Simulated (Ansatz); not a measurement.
```xyz
12

C    -0.631   -1.634   -0.257
C    -0.307   -0.405    0.586
B     1.109    0.220    0.292
Si    0.411    2.013   -0.300
S    -1.432    1.033    0.229
H    -1.665   -1.950   -0.099
H     0.030   -2.463    0.013
H    -0.509   -1.428   -1.322
H    -0.402   -0.666    1.648
H     2.150   -0.349    0.437
H     0.516    2.406   -1.735
H     0.731    3.223    0.508
```

Total charge 0; spin multiplicity 1.

Q: List the r2SCAN/def2-TZVPP orbital energies in eV (Ansatz 0.2.0). (An estimate is asked.)

A: The calculation gave: Occupied: -2408.68, -1791.11, -273.92, -273.29, -213.10, -181.04, -157.18, -157.08, -156.98, -141.55, -96.45, -96.39, -96.37, -20.99, -18.30, -15.47, -13.85, -12.03, -11.28, -10.63, -10.29, -9.57, -8.91, -8.52, -7.18, -6.69, -5.91. Lowest empty: -3.06, -0.47, -0.43, 0.89, 1.64, 1.92, 2.11, 2.50.
